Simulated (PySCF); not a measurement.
An unknown shows these calculated signals:

¹H NMR (400 MHz, computed): δ 6.38 (br, 1H), 5.89 (br s, 1H), 5.08 (s, 2H), 4.65 (br s, 1H), 4.62 (br, 1H), 2.63 (s, 6H).

¹³C{¹H} NMR (computed): δ 163.9 (C), 156.2 (C), 101.7 (CH2), 38.1 (CH3).

No solvent model, rapidly exchanging positions averaged, a single conformation, non-relativistic. Geometry from GFN2-xTB; NMR shieldings at PBE0/pcSseg-1/GIAO; PySCF.

Referencing at the same level of theory: TMS for ¹H (σref 31.72) and ¹³C (σref 186.93).

Problem. Which of these does the molecule contain: a Si–H bond, an aldehyde, a non-aromatic C=C double bond, an amide, a methoxy group, a C≡C triple bond?

Solution. 
- A Si–H bond: yes (δH 5.08 (s)).
- An aldehyde: no.
- A non-aromatic C=C double bond: yes.
- An amide: yes (δC 163.9).
- A methoxy group: no.
- A C≡C triple bond: no.

The data belong to `C=C(O[SiH2]N(C)C)C(N)=O`, C5H12N2O2Si; they needn't prove each group on their own.

Carbon signals by region: 1 in the far downfield region (above 160 ppm), 2 in the sp2 and nitrile region (100–160 ppm), 1 below 50 ppm. Above 160 ppm: 163.9, amide carbonyl carbon.

Exchangeable OH/NH protons stand at their gas-phase positions; hydrogen bonding in a real sample shifts them, mostly to higher δ. Rotation about the amide-type C–N bond is slow at room temperature, so the two groups on nitrogen are listed apart. Shifts are as computed. Against solution values, carbons near 30 ppm lie about +3 ppm off and those near 130 ppm about +5 ppm. Of 1309 compounds with measured shifts, 239 miss one by over three times the rms of a fit or turn the order of signals round; such compounds aren't used in these exercises. The C=O carbon of an acid or of an amide with N–H lies up to 10 ppm further downfield in solution, through hydrogen bonding that the calculation lacks. No couplings were computed; multiplicities are counted from neighbouring protons, with m where these are inequivalent, close in shift, in a saturated or five-membered ring or joined by F or P, and br s for small geminal =CH2 splittings.
